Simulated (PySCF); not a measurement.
Ge(H)2(Br)(Me) (CH5BrGe), SMILES [CH3][GeH2][Br].

Coordinates come from a ωB97X-D3(BJ)/def2-SVP optimisation.

The numbers are results of TDDFT-PBE/def2-SVPD (PySCF), not measurements.

Vertical excitations. 

```csv
state,energy (eV),λ (nm),f,main pairs
S1,5.72,217,0.014,HOMO→LUMO 99 %
S2,5.73,216,0.015,HOMO−1→LUMO 99 %
S3,6.54,190,0.005,HOMO−1→LUMO+1 99 %
S4,6.56,189,0.027,HOMO→LUMO+1 96 %
S5,6.76,183,0.000,HOMO−1→LUMO+2 99 %
S6,6.82,182,0.021,HOMO→LUMO+2 93 %
S7,7.37,168,0.004,HOMO−2→LUMO 86 %
S8,7.57,164,0.001,HOMO−4→LUMO 90 %
S9,7.59,163,0.026,HOMO→LUMO+3 86 %
S10,7.59,163,0.007,"HOMO−1→LUMO+3 62 %, HOMO→LUMO+4 30 %"
T1,5.32,233,0,HOMO−1→LUMO 99 %
T2,5.33,233,0,HOMO→LUMO 99 %
T3,6.41,194,0,HOMO−1→LUMO+1 96 %
T4,6.43,193,0,HOMO→LUMO+1 99 %
```
Triplets are in the Tamm–Dancoff approximation, which puts them higher than full response would, so one can lie above its singlet here.
